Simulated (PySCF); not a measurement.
**TDDFT excited states: Cl8S4Si4**

Cyclo-(Cl2SiS)4.
Geometry (PBE0-D3(BJ)/def2-SVP, Å), atoms numbered from 1 in this order:
```xyz
16
Cl8S4Si4 angstrom
Si    -0.8896    1.0503   -1.8591
Cl    -2.5577    0.0203   -2.4405
Cl    -0.6008    2.6442   -3.1006
S     -1.1023    1.9222    0.0729
Si    -1.9493    0.3254    1.2198
Cl    -1.4463    0.7638    3.1513
Cl    -3.9829    0.3122    1.0358
S     -1.3530   -1.6341    0.6346
Si     0.6577   -1.7603    1.3526
Cl     1.5399   -3.1801    0.1747
Cl     0.6758   -2.3911    3.2933
S      1.7377    0.0766    1.3757
Si     2.1729    0.3797   -0.6982
Cl     3.8904   -0.6022   -1.2005
Cl     2.4603    2.3953   -0.8838
S      0.7129   -0.3563   -2.0617
```

Method: TDDFT B3LYP/def2-SVPD, vertical, gas phase, core orbitals frozen in the response (PySCF 2.14.0, density-fitted response routines).

```json
{"state": "S1", "E (eV)": "5.30", "λ (nm)": "233.8", "f": "0.0009", "symmetry": "–", "main configurations (H = HOMO, L = LUMO)": "H-1/H→L (≥92%)"}
{"state": "S2", "E (eV)": "5.31", "λ (nm)": "233.6", "f": "0.0009", "symmetry": "–", "main configurations (H = HOMO, L = LUMO)": "H-1/H→L (≥92%)"}
{"state": "S3", "E (eV)": "5.42", "λ (nm)": "228.6", "f": "0.0000", "symmetry": "–", "main configurations (H = HOMO, L = LUMO)": "H-1/H→L+1/L+2 (≥61%), H-2→L (29%)"}
{"state": "S4", "E (eV)": "5.50", "λ (nm)": "225.4", "f": "0.0009", "symmetry": "–", "main configurations (H = HOMO, L = LUMO)": "H-1/H→L+1/L+2 (≥87%)"}
{"state": "S5", "E (eV)": "5.51", "λ (nm)": "224.9", "f": "0.0001", "symmetry": "–", "main configurations (H = HOMO, L = LUMO)": "H-1/H→L+1/L+2 (≥94%)"}
{"state": "S6", "E (eV)": "5.53", "λ (nm)": "224.3", "f": "0.0000", "symmetry": "–", "main configurations (H = HOMO, L = LUMO)": "H-1/H→L+1/L+2 (≥94%)"}
{"state": "S7", "E (eV)": "5.63", "λ (nm)": "220.3", "f": "0.010", "symmetry": "E", "main configurations (H = HOMO, L = LUMO)": "H-1/H→L+3 (≥75%), H-2→L+1/L+2 (≥15%)"}
{"state": "S8", "E (eV)": "5.64", "λ (nm)": "219.9", "f": "0.011", "symmetry": "E", "main configurations (H = HOMO, L = LUMO)": "H-1/H→L+3 (≥76%), H-2→L+1/L+2 (≥14%)"}
{"state": "S9", "E (eV)": "5.74", "λ (nm)": "215.9", "f": "0.0000", "symmetry": "–", "main configurations (H = HOMO, L = LUMO)": "H-2→L (65%), H-1/H→L+1/L+2 (≥26%)"}
```

Triplets, Tamm–Dancoff:

```tsv
state	E (eV)	λ (nm)	main configurations (H = HOMO, L = LUMO)
T1	5.06	245.0	H-1/H→L (≥83%)
T2	5.07	244.6	H-1/H→L (≥84%)
T3	5.17	239.9	H-1/H→L+1/L+2 (≥46%), H-2→L (43%)
T4	5.21	238.1	H-1/H→L+1/L+2 (≥52%), H-2→L+3 (14%)
```

The lowest singlet level (S1/S2) lies at 5.30 eV (234 nm, ultraviolet) and is very weak. The strongest level in the table is S7/S8 at 5.63 eV (220 nm, f = 0.021 summed). S1/S2 and S7/S8 lie within about 0.01 eV of each other in each set; the point group S4 has degenerate representations, and within a degenerate level the listed configurations can mix freely. Löwdin shares by element: HOMO (one of a set within 0.03 eV) sulfur 79% (atoms not listed hold the other 21%); LUMO sulfur 53% (atoms not listed hold the other 47%). Weighted by f, the mean energy of these states is 5.60 eV. Orbital energies (eV): HOMO-3 -8.82, HOMO-2 -8.36, HOMO-1 -8.06, HOMO -8.05, LUMO -1.77, LUMO+1 -1.67, LUMO+2 -1.65. Of the 9 states listed, 2 reach f = 0.01 and 4 stay under 0.0005. The vertical ionisation energy (ΔSCF) is 9.51 eV, 3.76 eV above S9. Symmetry labels in S4 follow from the direction of the transition dipole and are given only for states with f of 0.002 or more. Orbitals of the list HOMO-3 to LUMO+2 that lie within 0.01 eV of each other are written together with a slash and their weights summed (≥ marks a lower bound); for degenerate orbitals outside that list single weights are arbitrary. Only the lowest 10 singlets were computed, as vertical energies without vibronic structure. The highest level found (5.86 eV, f 0.0012 so far) is left out, since the window may have cut off a degenerate partner.

Time: 13 min wall, 28 min CPU (grids of density and orbitals included); peak memory 3.8 GiB. Hardware: Intel Xeon Platinum 8375C at 2.90 GHz, 2 threads, no GPU (shared host).

One conformer stands for the species.
